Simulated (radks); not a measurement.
Question: Zn3+, 27 electrons, occupied as [Ar] 3d8 4s1 (not the ground configuration). Calculated with a radial shooting solver on a logarithmic mesh with Libxc functionals: scalar-relativistic Kohn-Sham, PBEsol, spin-polarised, spherical densities, finite nucleus; open shells are filled with parallel spins first; Fermi nuclear charge, rms radius 3.9283 fm. Some entries of the table are withheld. Estimate them.

| orbital | occ. | eigenvalue (hartree) | r(max) (bohr) | <1/r> (bohr^-1) |
|---|---|---|---|---|
| 1s up | 1 | -351.6752 | 0.03293 | 30.21 |
| 1s down | 1 | -351.6717 | 0.03293 | 30.21 |
| 2s up | 1 | -44.52281 | 0.1894 | 6.578 |
| 2s down | 1 | -44.46666 | 0.1894 | 6.584 |
| 2p up | 3 | -38.86040 | 0.1522 | 6.456 |
| 2p down | 3 | -38.81743 | 0.1521 | 6.461 |
| 3s up | 1 | -6.65897 | 0.5856 | 2.116 |
| 3s down | 1 | -6.55846 | 0.5861 | 2.111 |
| 3p up | 3 | -4.96548 | 0.5879 | 1.973 |
| 3p down | 3 | -4.86535 | 0.5887 | 1.968 |
| 3d up | 5 | -2.21838 | 0.5488 | (1) |
| 3d down | 3 | -2.11515 | 0.5511 | (2) |
| 4s up | 1 | -1.44380 | (3) | 0.6845 |
| 4s down | 0 | -1.35472 | (4) | 0.6782 |

Answer: 
(1) 3d up <1/r> (bohr^-1): 1.656
(2) 3d down <1/r> (bohr^-1): 1.651
(3) 4s up r(max) (bohr): 1.711
(4) 4s down r(max) (bohr): 1.720
